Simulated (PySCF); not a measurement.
Structure problem from calculated spectra and properties.

Elements present: C, F and H. Monoisotopic mass: 104.1001 u.

- NMR, other nuclei: isotropic shieldings of nuclei other than C and H, by class: 421 (1 F) ppm [GIAO PBE0/pcSseg-1]
- Couplings: largest of the computed one-bond spin–spin couplings (means over like bonds): 19F–13C -233.1, 13C–1H +152.1 (×2), 13C–1H +131.4 (×3), 13C–1H +130.2 (×2), 13C–1H +129.7 (×2), 13C–1H +129.3 (×2), 13C–1H +128.7 (×2), 13C–13C +40.1 Hz [B3LYP/pcJ-1, spin–dipole term left out for some pairs]
- XPS: C1s 290.4, C1s 290.4, C1s 290.5, C1s 290.5, C1s 290.7, C1s 292.9, F1s 692.2 eV [ΔSCF SCAN, pcX-2 on the ionised atom, pcseg-1 elsewhere, spin-free X2C]
- Triplet: lowest triplet excitation (Tamm–Dancoff): 8.32 eV [TDA PBE0/def2-SVPD]
- 13C NMR: chemical shifts (computed TMS as zero) by class: 84.3 (1 C), 36.1 (1 C), 34.9 (1 C), 29.8 (1 C), 27.1 (1 C), 16.6 (1 C) ppm [GIAO PBE0/pcSseg-1]
- Rotational structure: rotational constants A, B, C: 8.494, 0.818, 0.783 GHz [PBE0-D3(BJ)/def2-SVP]
- UV, first state: lowest singlet excitation: 8.54 eV (145 nm, f = 0.001) [TDDFT PBE0/def2-SVPD]
- Polarisability: 77.2 au [PBE0/def2-SVPD]
- 1H NMR: chemical shifts (computed TMS as zero) by class: 4.45 (2 H), 1.38 (2 H), 1.32 (2 H), 1.24 (2 H), 1.05 (2 H), 1.02 (3 H) ppm [GIAO PBE0/pcSseg-1]

Electronic properties: PySCF, gas phase, density fitting. Levels stand in brackets. Geometry: PBE0-D3(BJ)/def2-SVP, one conformer, isolated molecule. Each NMR value is the plain mean over a class of atoms that symmetry, rotation or inversion makes alike.

Problem. Which formula fits the mass and the elements?

Solution. C6H13F (calculated 104.1001). No other formula that holds each of these elements comes within 0.0003 u with a fitting electron parity and a possible valence count.

Problem. Give a SMILES that accounts for the data.

Solution. Numbering: `[CH3:1][CH2:2][CH2:3][CH2:4][CH2:5][CH2:6][F:7]`. Its formula, C6H13F, gives 0 degrees of unsaturation, so no ring and no π bond. 6 carbons fall into 6 classes; from least to most shielded: sp3 C–F carbon [C6] (84.3 ppm), chain CH2 carbon [C3] (36.1 ppm), chain CH2 carbon [C5] (34.9 ppm), chain CH2 carbon [C4] (29.8 ppm), chain CH2 carbon [C2] (27.1 ppm), methyl carbon [C1] (16.6 ppm). Hydrogen classes from least to most shielded: 2 H on an sp3 C–F carbon, C6 (4.45 ppm), 2 H on a chain CH2 carbon, C5 (1.38 ppm, a mean of values up to 0.6 ppm apart in this geometry), 2 H on a chain CH2 carbon, C4 (1.32 ppm, a mean of values up to 0.7 ppm apart in this geometry), 2 H on a chain CH2 carbon, C2 (1.24 ppm), 2 H on a chain CH2 carbon, C3 (1.05 ppm), 3 H on a methyl carbon, C1 (1.02 ppm). The other shieldings belong to: 421 ppm, alkyl fluorine [F7]. The couplings run between: -233.1 Hz, alkyl fluorine [F7] and sp3 C–F carbon [C6]; +152.1 Hz, sp3 C–F carbon [C6] and its hydrogen (with 1 like pair); +131.4 Hz, methyl carbon [C1] and its hydrogen (with 2 like pairs); +130.2 Hz, chain CH2 carbon [C4] and its hydrogen (with 1 like pair); +129.7 Hz, chain CH2 carbon [C2] and its hydrogen (with 1 like pair); +129.3 Hz, chain CH2 carbon [C5] and its hydrogen (with 1 like pair); +128.7 Hz, chain CH2 carbon [C3] and its hydrogen (with 1 like pair); +40.1 Hz, chain CH2 carbon [C5] and sp3 C–F carbon [C6]. The core levels belong to: C1s 290.4 eV, chain CH2 carbon [C3]; C1s 290.4 eV, chain CH2 carbon [C4]; C1s 290.5 eV, chain CH2 carbon [C2]; C1s 290.5 eV, methyl carbon [C1]; C1s 290.7 eV, chain CH2 carbon [C5]; C1s 292.9 eV, sp3 C–F carbon [C6]; F1s 692.2 eV, alkyl fluorine [F7]. The optimised geometry has point group C1 and is an asymmetric top. Structure: 1-fluorohexane, `CCCCCCF`. Computed isomers that give other values at the same levels: `CC(C)CCCF` (13C chemical shifts (computed TMS as zero) by class: 84.1 (1 C), 36.4 (1 C), 32.7 (1 C), 30.8 (1 C), 24.0 (2 C) ppm); `CCC(C)(F)CC` (rotational constant A: 2.683 GHz; this holds for the one conformer computed). The assignments are read from this structure; whether some other isomer fits the data as well wasn't checked.

Conformer computed: `[CH3:1][CH2:2][CH2:3][CH2:4][CH2:5][CH2:6][F:7]`: C1–C2–C3–C4 180°, C2–C3–C4–C5 180°, C3–C4–C5–C6 -178°, C4–C5–C6–F7 60°.
